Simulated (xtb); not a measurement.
C4H5, doublet, at a GFN2-xTB geometry; GFN-FF in xtb.

Input for xtb:
```
$ xtb mol.xyz --gfnff --uhf 1 --json

# file mol.xyz
9

C     -0.00487805    -0.07714410     0.26394931
C      0.19855614    -0.71836459    -0.91636831
C     -0.06383047     0.73604089    -0.99191477
C     -0.10307189    -0.06938417     1.60220965
H      0.40079764    -1.59828163    -1.47223199
H      0.74883323     1.41662743    -1.23105220
H     -1.02322444     1.09027825    -1.35918325
H      0.02216024    -0.97349051     2.17299880
H     -0.30922107     0.83797828     2.14221335
```

Output, abridged:

```
   ID    Z sym.   atoms
    1    6 C      1-4
    2    1 H      5-9

           -------------------------------------------------
          |                Calculation Setup                |
           -------------------------------------------------

          ==================== Thresholds ====================
          CN  :   150.00000
          rep :   500.00000
          disp:  2500.00000
          HB1 :   250.00000
          HB2 :   450.00000

          Pauling EN used:
          Z : 1  EN :  2.20
          Z : 6  EN :  2.55
          electric field strengths (au): 0.000

           -------------------------------------------------
          |           Force Field Initialization            |
           -------------------------------------------------

          distances ...
          ----------------------------------------
          generating topology and atomic info file ...
          pair mat ...
          computing topology distances matrix with Floyd-Warshall algo ...
          making topology EEQ charges ...
          #fragments for EEQ constrain: 1
          ----------------------------------------
          generating topology and atomic info file ...
          pair mat ...
          computing topology distances matrix with Floyd-Warshall algo ...
          making topology EEQ charges ...
          #fragments for EEQ constrain: 1
          rings ...
          # BATM   34
          # H in HB   3
          doing iterative Hueckel for 1 subsystem(s) ...

  atom   neighbors  erfCN metchar sp-hybrid imet pi  qest     coordinates
    1  C       3    2.79   0.00         2    0    1  -0.019   -0.009218   -0.145781    0.498792
    2  C       3    2.79   0.00         2    0    1  -0.041    0.375217   -1.357512   -1.731685
    3  C       4    3.49   0.00         3    0    0  -0.035   -0.120622    1.390916   -1.874447
    4  C       3    2.78   0.00         2    0    1  -0.058   -0.194778   -0.131117    3.027737
    5  H       1    0.98   0.00         0    0    0   0.032    0.757398   -3.020315   -2.782115
    6  H       1    0.97   0.00         0    0    0   0.027    1.415090    2.677038   -2.326352
    7  H       1    0.97   0.00         0    0    0   0.027   -1.933614    2.060327   -2.568484
    8  H       1    0.97   0.00         0    0    0   0.033    0.041877   -1.839630    4.106373
    9  H       1    0.97   0.00         0    0    0   0.033   -0.584343    1.583549    4.048197

          #atoms :   9
          #bonds :   9
[...]
           -------------------------------------------------
          |                   G F N - F F                   |
          |          A general generic force-field          |
          |                  Version 1.0.3                  |
           -------------------------------------------------
          Number of HB bonds (bound hydrogen)     36
          Number of HB bonds (unbound hydrogen)   18
          Number of XB bonds                      0

         :::::::::::::::::::::::::::::::::::::::::::::::::::::
         ::                     SUMMARY                     ::
         :::::::::::::::::::::::::::::::::::::::::::::::::::::
         :: total energy              -1.653543840950 Eh    ::
         :: gradient norm              0.039779688947 Eh/a0 ::
         ::.................................................::
         :: bond energy               -1.798698940427 Eh    ::
         :: angle energy               0.068765270559 Eh    ::
         :: torsion energy             0.011664143732 Eh    ::
         :: repulsion energy           0.071393223332 Eh    ::
         :: electrostat energy        -0.003519742180 Eh    ::
         :: dispersion energy         -0.003204125166 Eh    ::
         :: HB energy                  0.000000000000 Eh    ::
         :: XB energy                  0.000000000000 Eh    ::
         :: bonded atm energy          0.000056329201 Eh    ::
         :: external energy            0.000000000000 Eh    ::
         :: add. restraining           0.000000000000 Eh    ::
         :: total charge              -0.000000000000 e     ::
         :::::::::::::::::::::::::::::::::::::::::::::::::::::

           -------------------------------------------------
          |                Property Printout                |
           -------------------------------------------------

molecular dipole:
                 x           y           z       tot (Debye)
 q only:       -0.008       0.042       0.007       0.110

           -------------------------------------------------
          | TOTAL ENERGY               -1.653543840950 Eh   |
          | GRADIENT NORM               0.039779688947 Eh/α |
           -------------------------------------------------
########################################################################
[WARNING] Runtime exception occurred
-1- gfnff_setup: Could not read topology file.
########################################################################

normal termination of xtb
```
